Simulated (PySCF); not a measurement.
RuO2(OH): from structure and modes to constants

Computed with UPBE0 in PySCF with Ru def2-TZVP with ECP28, O def2-TZVP, H def2-TZVP; scalar-relativistic core potentials, no spin–orbit coupling; density-fitted integrals.

The doublet minimum has Cs symmetry. Masses (u): Ru 101.90435, O 15.99492, H 1.00782.

```xyz
5
charge 0 multiplicity 2, angstrom
Ru    0.0581   -0.0532    0.0188
O     0.1257   -0.0203    1.6702
O     1.2817    0.2842   -1.0404
O    -1.6443    0.0287   -0.6980
H    -2.0803    0.8819   -0.7881
```

Harmonic wavenumbers (cm⁻¹): 186.6 (a', ×1), 212.3 (a'', ×1), 303.2 (a', ×1), 346.7 (a'', ×1), 700.5 (a', ×1), 786.8 (a', ×1), 990.4 (a'', ×1), 1040.6 (a', ×1), 3853.1 (a', ×1).

(1) Find the principal moments of inertia and the rotational constants. What kind of rotor is it?

(2) What is the harmonic zero-point energy?

(3) Find the vibrational entropy and heat capacity at 298.15 K.

(4) Give the standard entropy (298.15 K, 1 bar) by its translational, rotational, vibrational and spin parts, and Cp.

## Answers

(1) About the centre of mass I = 71.845, 77.06, 145.59 u Å². With B = 16.8576/I this gives 0.2346, 0.2188, 0.1158 cm⁻¹. The molecule is an asymmetric top with κ = 0.73.

(2) Half the sum of all 9 wavenumbers, 8420/2 = 4210 cm⁻¹, which is 50.4 kJ/mol (1 cm⁻¹ = 0.0119627 kJ/mol).

(3) With u = 1.43878 ω/T, each mode gives S = R[u/(eᵘ−1) − ln(1−e⁻ᵘ)] and C = R u² eᵘ/(eᵘ−1)².
| ω (cm⁻¹) | u | S (J/(mol K)) | C (J/(mol K)) |
| --- | --- | --- | --- |
| 186.6 | 0.901 | 9.46 | 7.77 |
| 212.3 | 1.024 | 8.47 | 7.62 |
| 303.2 | 1.463 | 5.85 | 6.98 |
| 346.7 | 1.673 | 4.94 | 6.62 |
| 700.5 | 3.381 | 1.28 | 3.47 |
| 786.8 | 3.797 | 0.91 | 2.81 |
| 990.4 | 4.780 | 0.41 | 1.62 |
| 1040.6 | 5.022 | 0.33 | 1.40 |
| 3853.1 | 18.594 | 0.00 | 0.00 |
The sums over all modes are S = 31.7 and C = 38.3 J/(mol K); the softest mode gives 30 % of the entropy.

(4) Sackur–Tetrode with M = 150.90 u gives 171.4; rotation with symmetry number 1 gives 105.1; vibration 31.7; spin R ln 2 = 5.8. The total is 313.9 J/(mol K), and Cp = 4 R + 38.3 = 71.6 J/(mol K).

Only a few start shapes were tried, so a lower isomer may exist. Other spin states or occupations of the open shell can lie lower.
